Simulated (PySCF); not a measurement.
A structure optimised at PBE0-D3(BJ)/def2-TZVP, used in a PySCF frequency run:

```
C
C 1 1.2597
H 2 1.0714 1 162.01
H 1 1.0714 2 162.01 3 0.00
O 1 1.4805 4 133.17 2 180.00
```

Question: Write its SMILES, formula and point group.

Answer: C1=CO1, C2H2O, C2v

Question: What are its rotational constants (standard atomic weights)?

Answer: 33.666, 27.055, 15.000 GHz
